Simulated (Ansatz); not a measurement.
`[OH][Ge]([OH])([SiH3])[Cl]` → `[OH][Ge][Cl]` + `O[SiH3]` at 600 K and 1 bar (germylene formation by 1,1-elimination).

Computed with Ansatz on PBE0-D4/def2-TZVP structures; ΔE is electronic, products minus reactants. CCSD(T)/CBS is the MP2 limit (def2-TZVPP, def2-QZVPP) plus CCSD(T) − MP2 in def2-TZVPP, frozen cores. For Ge outer-core shells are correlated without core-valence functions, which leaves a few kJ/mol of doubt a bond. Scalar relativity is left out up to krypton. One conformer a species, not always the lowest.

```tsv
species	CCSD(T)/CBS energy (Eh)	H − E (kJ/mol)	S (J/(mol·K))
`[OH][Ge]([OH])([SiH3])[Cl]`	-2978.42975	216.1	508.9
`[OH][Ge][Cl]`	-2611.73425	71.6	337.8
`O[SiH3]`	-366.69042	135.7	307.9
```

H − E and S are ideal-gas, rigid-rotor, harmonic terms from PBE0-D4/def2-TZVP, for one conformer and one mirror image of each species. 1 Eh = 2625.50 kJ/mol, R = 8.31446 J/(mol·K).

By hand: ΔE, ΔH, ΔS and ΔG.

ΔE = (-2611.73425) + (-366.69042) − (-2978.42975) = 0.00508 Eh = 13.3 kJ/mol. Δ(H − E) = 71.6 + 135.7 − 216.1 = -8.8, so ΔH = 4.5 kJ/mol. ΔS = 337.8 + 307.9 − 508.9 = 136.8 J/(mol·K). ΔG = 4.5 − 600 × (136.8)/1000 = -77.6 kJ/mol.

By hand: the equilibrium constant, and the temperature at which ΔG would vanish if ΔH and ΔS stayed fixed.

log₁₀ K = −ΔG/(RT ln 10) = 6.8. ΔG = 0 at ΔH/ΔS = 33 K, though so small a ΔH makes that figure unsure.

The number of gas molecules changes by +1, which sets the sign of ΔS. A doubt of 5 kJ/mol in ΔE shifts log₁₀ K by 0.4 here. Other conformers and mirror images would add mixing entropy, several J/(mol·K) or more a flexible species. These are equilibria of isolated gas molecules and say nothing of rates. Largest T1 diagnostic: 0.014 (customary marks: 0.02 for closed shells, 0.045 for open ones).
